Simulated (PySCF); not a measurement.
H₃O₂ (SMILES O[OH2+]), charge +1, singlet, at a GFN2-xTB geometry. Base run: DF-PBE0/def2-SV(P) (PySCF).

PySCF was given this input:
```python
from pyscf import gto, scf, dft

mol = gto.Mole()
mol.atom = '''
    O     0.13464923    0.56165021   -0.32045018
    O    -0.15653641   -0.64820873    0.35880197
    H     1.08363793    0.77080803   -0.07973702
    H    -0.42483443   -1.31694617   -0.30866757
    H    -0.48370607    1.23860633    0.08159027
'''
mol.basis = 'def2-sv(p)'
mol.charge = 1
mol.verbose = 4
mol.build()

mf = dft.RKS(mol)
mf.xc = 'pbe0'
mf = mf.density_fit(auxbasis='def2-universal-jkfit')
mf.kernel()
mf.analyze()
```

The base run was repeated with changes; each row names its change, and settings that it needs were set with it.

```csv
change,basis functions,E (Eh),HOMO (eV),HOMO-LUMO gap (eV)
base,34,-151.50458,-17.34,9.31
basis = 6-31G,24,-151.58700,-17.33,8.97
basis = 6-31+G*,42,-151.64069,-17.36,9.16
basis = pc-1,43,-151.61414,-17.46,9.18
basis = 6-311++G**,?,?,?,?
basis = aug-pcseg-1,73,-151.62628,-17.43,9.12
basis = def2-TZVP,80,-151.71960,-17.32,9.23
basis = cc-pVTZ,102,?,?,?
basis = pcseg-2,102,-151.72065,-17.35,9.22
basis = def2-TZVPP,?,?,-17.33,9.23
basis = def2-TZVPD,?,?,-17.35,?
basis = cc-pVQZ,200,-151.72904,-17.34,9.23
basis = def2-QZVPP,204,-151.73178,-17.35,9.22
```

Complete the blanks.


- basis = 6-311++G**, basis functions: 65
- basis = 6-311++G**, E (Eh): -151.69953
- basis = 6-311++G**, HOMO (eV): -17.37
- basis = 6-311++G**, HOMO-LUMO gap (eV): 9.11
- basis = cc-pVTZ, E (Eh): -151.71614
- basis = cc-pVTZ, HOMO (eV): -17.30
- basis = cc-pVTZ, HOMO-LUMO gap (eV): 9.24
- basis = def2-TZVPP, basis functions: 104
- basis = def2-TZVPP, E (Eh): -151.72370
- basis = def2-TZVPD, basis functions: 107
- basis = def2-TZVPD, E (Eh): -151.72112
- basis = def2-TZVPD, HOMO-LUMO gap (eV): 9.19

Totals compare only among sets that treat the same electrons; sets with core potentials leave the core out.
